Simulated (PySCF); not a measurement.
# How methods differ on the ionisation energy of Pt⁶²⁺

Pt⁶²⁺ [Ne] 3s2 3p4 (3P) → Pt⁶³⁺ [Ne] 3s2 3p3 (4S), as a difference of total energies. All numbers are calculated (PySCF 2.14, scalar relativity by spin-free X2C-1e, in an even-tempered Gaussian basis (17 s from 17 bohr⁻², ratio 2.5; 12 p from 22 bohr⁻², ratio 2.5; 4 d from 89 bohr⁻², ratio 2.7; 4 f from 130 bohr⁻², ratio 2.7)). Correlated levels: outer shells: 1s2 frozen; virtual orbitals above 40 to 60 times the deepest correlated orbital energy dropped. The calculations carry no spin-orbit coupling.

```csv
method,ionisation energy (eV)
UHF,6912.7
LDA,6915.2
PBE,6917.0
PBE0,6916.4
r2SCAN,6916.1
MN15,6934.3
M06,6915.3
MP2 (outer shells),6914.0
SCS-MP2 (outer shells),6914.0
```

Spin-orbit coupling is strong in these open shells (close to jj coupling). The scalar numbers leave it out and a first-order estimate fails, so it can dominate the gap to the real levels.

The ground level that NIST lists for one species does not belong to the high-spin term computed here, so part of any gap is the choice of state.

Breit and QED terms and the two-electron picture change are absent.

For comparison: 6787 ± 15 eV (theoretical estimate listed by NIST; NIST Atomic Spectra Database, ionization energies).
